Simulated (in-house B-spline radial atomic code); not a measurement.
RPA and G0W0 for Fe³⁺, [Ar] 3d5, highest spin, as one setting changes: the share of exact exchange in the PBE hybrid start. A dash marks a level of low quasi-particle weight. Computed with an all-electron radial atomic-structure program (B-spline basis): all electrons, scalar-relativistic (spin-free one-electron X2C), finite nucleus, each spin shell either full or empty, empty states to l = 9 with an (l + 1/2)⁻⁴ tail; G0W0 by contour deformation at full frequency.

```
share of exact exchange in the PBE hybrid start  mean-field level (eV)  G0W0 level (eV)  RPA correlation (Eh)
                                              0                 -45.18     3d up -54.75               -1.5798
                                            0.1                      ?                ?                     ?
                                            0.2                 -47.52     3d up -54.96               -1.5437
                                            0.3                 -48.71     3d up -55.03               -1.5266
                                            0.4                 -49.90     3d up -55.09               -1.5102
                                            0.5                 -51.09     3d up -55.14               -1.4944
                                            0.6                 -52.29     3d up -55.17               -1.4791
                                            0.7                 -53.50     3d up -55.20               -1.4643
                                            0.8                      ?                ?                     ?
                                            0.9                 -55.94     3d up -55.22                -1.436
                                              1                 -57.17     3d up -55.23               -1.4225
```

(1) What belongs in the row for 0.8?

(2) What belongs in the row for 0.1?

(3) At what share of exact exchange does G0W0 leave the highest level unchanged?

## Answers

(1) mean-field level (eV): -54.72; G0W0 level (eV): 3d up -55.21; RPA correlation (Eh): -1.4499.

(2) mean-field level (eV): -46.35; G0W0 level (eV): 3d up -54.86; RPA correlation (Eh): -1.5614.

(3) Near 0.84, where the shift changes sign (-0.494 eV at 0.8, +0.718 eV at 0.9).
